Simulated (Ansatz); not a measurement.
C2HNO, SMILES `N#CC=O` (charge 0, multiplicity 1).

Cartesian coordinates (Å):
```xyz
5

N      1.9783     0.2523     0.1875
C      0.8517     0.0876     0.0247
C     -0.5864    -0.0732    -0.2108
O     -1.1989    -1.0209     0.1818
H     -1.0447     0.7543    -0.7786
```
Charge 0, spin multiplicity 1.

Frozen-core energies in 6-31g from Ansatz (a quantum-chemistry and plane-wave program) at a geometry from PBE0-D3(BJ)/def2-TZVP; the HF reference has <S^2> = 0.00 (restricted, and unstable towards unrestricted orbitals) and the T1 diagnostic is 0.015.

```json
[
 {"level": "HF", "energy (Ha)": "-205.48594", "difference from CCSDT(Q) (mHa)": "438.45"},
 {"level": "MP2", "energy (Ha)": "-205.90435", "difference from CCSDT(Q) (mHa)": "20.05"},
 {"level": "CCSD", "energy (Ha)": "-205.90721", "difference from CCSDT(Q) (mHa)": "17.18"},
 {"level": "CCSD(T)", "energy (Ha)": "-205.92152", "difference from CCSDT(Q) (mHa)": "2.88"},
 {"level": "CCSDT", "energy (Ha)": "-205.92186", "difference from CCSDT(Q) (mHa)": "2.53"},
 {"level": "CCSDT(Q)", "energy (Ha)": "-205.92440", "difference from CCSDT(Q) (mHa)": "0.00"}
]
```
